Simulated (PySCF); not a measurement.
Compound: C8H16NOSi (charge +1).
Numbering: `[CH3:1][O:2][C:3]1=[CH:4][CH:5]=[C:6]([N+:7]([CH3:8])([CH3:9])[CH3:10])[SiH2:11]1` (hydrogens: H12, H13, H14 on C1; H15 on C4; H16 on C5; H17, H18, H19 on C8; H20, H21, H22 on C9; H23, H24, H25 on C10; H26, H27 on Si11)

The calculation used PBE0-D3(BJ)/def2-SVP geometry optimisation, gas phase in PySCF 2.14.0.

Q: What internal coordinates does the optimisation give?

A: 
```tsv
bond	length (Å)
C1–O2	1.418
O2–C3	1.316
C3=C4	1.366
C4–C5	1.455
C5=C6	1.357
C6–N7	1.480
N7–C8, N7–C9, N7–C10	1.494
C6–Si11	1.884
C3–Si11	1.898
C1–H12, C1–H13, C1–H14	1.100
C4–H15	1.091
C5–H16	1.097
C8–H17 and 8 like bonds	1.096
Si11–H26, Si11–H27	1.489
```

Bonds in one row agree within 0.01 Å and their mean is given. A selection of angles:
```tsv
angle	degrees
C1–O2–C3	118.5
O2–C3–C4	129.2
O2–C3–Si11	121.9
C4–C3–Si11	108.9
C3–C4–C5	114.6
C4–C5–C6	118.8
C5–C6–N7	122.2
C5–C6–Si11	107.4
N7–C6–Si11	130.3
C6–N7–C8	110.5
C6–N7–C10	109.3
C8–N7–C9	109.6
C8–N7–C10	108.4
C3–Si11–C6	90.2
```

Dihedral angles: C1–O2–C3–C4 0° (synperiplanar); O2–C3–C4–C5 180° (antiperiplanar); C3–C4–C5–C6 0° (synperiplanar); C4–C5–C6–N7 180° (antiperiplanar); C5–C6–N7–C8 -61° (synclinal); C5–C6–Si11–C3 0° (synperiplanar); O2–C3–Si11–C6 180° (antiperiplanar).

N7 (ammonium nitrogen) is tetrahedral (angles from 108.4° to 110.5°). Of the pairs four or more bonds apart, Si11···H24 is among the closest relative to their van der Waals radii: 3.00 Å, 91 % of the sum of Bondi's values. The 3 C–C bonds span 1.357 Å (C5=C6, drawn double) to 1.455 Å (C4–C5, drawn single), a spread of 0.098 Å. O2 (ether oxygen) is bent (angle 118.5°). C4 (alkene CH carbon) is planar (angles 125.3°, 120.1° and 114.6°, sum 360.0°, 0.00 Å off the plane of its three neighbours). Si11 (SiH2 silicon) has angles from 90.2° to 113.8°. C6 (vinylic carbon bearing nitrogen) is planar (angles 130.3°, 122.2° and 107.4°, sum 360.0°, 0.00 Å off the plane of its three neighbours).

Point group: Cs (every atom within 0.08 Å of its image). No PBE0-D3(BJ)/def2-SVP frequencies stand behind this structure, so it isn't proved a minimum.

Time: 3.8 min wall; peak memory 1.1 GiB. Hardware: an Arm Neoverse V1 with one thread (shared host). This is the geometry optimisation.

One conformer stands for the species.
